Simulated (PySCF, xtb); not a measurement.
C₂H₈ClNSi, SMILES C([SiH](N)Cl)C. The values are those of a single conformer.

Harmonic wavenumbers (cm⁻¹) from GFN2-xTB in xtb at its own minimum, in rising order: 57, 119, 147, 181, 195, 260, 280, 444, 496, 617, 675, 699, 736, 819, 910, 989, 1027, 1080, 1241, 1299, 1420, 1484, 1509, 1511, 1513, 2278, 2961, 2984, 3016, 3039, 3046, 3473, 3507.

Task: What does B3LYP-D3(BJ)/def2-SVP run with PySCF give at its own minimum? (Estimate from the structure and the level; the computed values follow.)

Result: 73, 135, 184, 215, 236, 291, 331, 457, 528, 634, 670, 766, 833, 866, 920, 977, 986, 1043, 1245, 1265, 1398, 1431, 1475, 1478, 1548, 2251, 3027, 3028, 3075, 3102, 3114, 3558, 3648. Paired by order, the mean absolute difference is 42 cm⁻¹ and the zero-point energies are 62.9 and 64.0 kcal/mol.
